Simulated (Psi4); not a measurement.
C$_{2}$H$_{4}$, charge +1, doublet, at a GFN2-xTB geometry (a state made from the parent by changing its charge; the spin is typed, not shown lowest); CAM-B3LYP/6-31G* run with Psi4 1.11.

The Psi4 input:
```
memory 2 GB

molecule {
1 2
C    -0.01363228   -0.00641662    0.65335312
C     0.01363228    0.00641662   -0.65335312
H     0.20968731    0.85394969    1.29649447
H    -0.26322925   -0.87915153    1.26960612
H    -0.20979374    0.87921939   -1.27947513
H     0.26333568   -0.85401755   -1.28662546
}

set {
  basis 6-31g*
  reference uks
  cholesky_tolerance 1e-3
  scf_type cd
}

energy('cam-b3lyp')
print_variables()
```

Problem. What does Psi4 print? Leave out banner, timings and long lists.

Solution. 
```
   => Loading Basis Set <=

    Name: 6-31G*
    Role: ORBITAL
    Keyword: BASIS

Traceback (most recent call last):
  File "psi4", line 375, in <module>
  File "<string>", line 29, in <module>
  File "site-packages/psi4/driver/driver.py", line 533, in energy
  File "site-packages/psi4/driver/procrouting/proc.py", line 2760, in run_scf
  File "site-packages/psi4/driver/procrouting/proc.py", line 1939, in scf_helper
  File "site-packages/psi4/driver/procrouting/proc.py", line 1433, in scf_wavefunction_factory
  File "site-packages/psi4/driver/procrouting/proc.py", line 1397, in build_functional_and_disp
  File "site-packages/psi4/driver/procrouting/dft/superfunctionals.py", line 135, in build_superfunctional

psi4.driver.p4util.exceptions.ValidationError: SCF: SCF_TYPE (CD) not supported for range-separated functionals, plese use SCF_TYPE = 'DF' to automatically select the correct JK build.

Printing out the relevant lines from the Psithon --> Python processed input file:
    core.IO.set_default_namespace("")
    core.set_global_option("BASIS", "6-31g*")
    core.set_global_option("REFERENCE", "uks")
    core.set_global_option("CHOLESKY_TOLERANCE", 1e-3)
    core.set_global_option("SCF_TYPE", "cd")
--> energy('cam-b3lyp')
    print_variables()

!----------------------------------------------------------------------------------!
!                                                                                  !
!  SCF: SCF_TYPE (CD) not supported for range-separated functionals, plese use     !
!     SCF_TYPE = 'DF' to automatically select the correct JK build.                !
!                                                                                  !
!----------------------------------------------------------------------------------!
```

The input was rejected before any calculation.
